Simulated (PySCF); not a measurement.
**MgGe: frontier orbitals**

BLYP at R = 2.630 Å; basis Mg pcseg-1, Ge pcseg-1; no relativity; PySCF 2.14. State: ³Σ⁻ (triplet), unpaired electrons π ↑↑. Only the outer orbitals are listed, counted within each symmetry.

| spin | orbital | occ. | ε (eV) | on Mg (%) | main shells (%) |
| --- | --- | --- | --- | --- | --- |
| α | 10σ | 1 | -10.96 | 5 | 94 Ge s |
| α | 11σ | 1 | -5.40 | 62 | 62 Mg s, 33 Ge p |
| α | 5π | 1 | -3.60 | 7 | 92 Ge p |
| α | 5π | 1 | -3.60 | 7 | 92 Ge p |
| α | 12σ | 0 | -3.11 | 55 | 46 Ge p, 33 Mg s, 23 Mg p |
| α | 6π | 0 | 0.12 | 89 | 89 Mg p |
| α | 6π | 0 | 0.12 | 89 | 89 Mg p |
| β | 10σ | 1 | -9.94 | 7 | 92 Ge s |
| β | 11σ | 1 | -5.16 | 73 | 73 Mg s, 21 Ge p |
| β | 12σ | 0 | -2.86 | 47 | 54 Ge p, 27 Mg p, 20 Mg s |
| β | 5π | 0 | -2.43 | 15 | 85 Ge p, 15 Mg p |
| β | 5π | 0 | -2.43 | 15 | 85 Ge p, 15 Mg p |

Problem. Which are the highest filled and the lowest empty level, where do they sit, and how wide is the gap?

Solution. Highest filled α 5π at -3.60 eV (in %: 92 Ge p); lowest empty α 12σ at -3.11 eV (in %: 46 Ge p, 33 Mg s, 23 Mg p); the gap at BLYP is 0.49 eV.

```
bond order (Mayer)                               : 1.11
⟨S²⟩                                             : 2.021
charge on Mg (Mulliken, basis-dependent)         : 0.38
charge on Mg (Löwdin, basis-dependent)           : 0.42
dipole moment (positive dipole means Mg(−)Ge(+)) : -3.61 D
```

Spin–orbit coupling is left out. The state was picked by a PBE0 search and need not be the measured ground state.
